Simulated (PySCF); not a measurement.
**ErF3(H2O) at several levels of theory**

Computed with PySCF 2.14.0 (density fitting, no spin-orbit coupling) at the geometry relaxed with PBE0:

```xyz
7
ErF3(H2O) (singlet in the valence; each metal's 4f electrons, 11 of them, lie in its core potential, out of spins and levels)
Er    0.0780   -0.0815    0.0815
F     1.0546    1.3440    1.1006
F    -1.2889   -1.1158    1.1158
F     1.0546   -1.1006   -1.3440
O    -1.2721    1.2964   -1.2964
H    -1.6086    2.1738   -1.0746
H    -1.6086    1.0746   -2.1738
```

```tsv
level	basis	state	HOMO (eV)	gap (eV)	charge on Er1 (e)	population of f-type functions on Er1 (polarisation alone where 4f lies in the core)	dipole about the centre of mass (D)	largest force component (eV/Å)
PBE0	Er lcecp-1-SVP with ECP57, F def2-SVP, O def2-SVP, H def2-SVP	singlet	-9.57	8.44	1.18	0.08	6.68	0.02
PBE0	Er lcecp-1-TZVP with ECP57, F def2-TZVP, O def2-TZVP, H def2-TZVP	singlet	-9.76	8.35	1.63	0.10	6.69	0.22
```

In the lcecp rows the 4f levels are missing from HOMO and gap, and the state counts the valence alone.

Charges are Mulliken's, which hang on the basis. The relaxation used the grid (50, 194), these runs (75, 302) or, all-electron (x2c bases, spin-free X2C Hamiltonian), (99, 590).

(1) A further run in the first row's basis gives HOMO (eV) -8.46, gap (eV) 7.06, charge on Er1 (e) 1.13, population of f-type functions on Er1 (polarisation alone where 4f lies in the core) 0.08, dipole about the centre of mass (D) 6.62, largest force component (eV/Å) 0.25. Which level was it?
A. HF
B. TPSSh

An lcecp potential fixes the number of 4f electrons, so in runs with it no electron can move into or out of that shell.

Results:

(1) B. The others give HOMO -14.80 eV (HF).
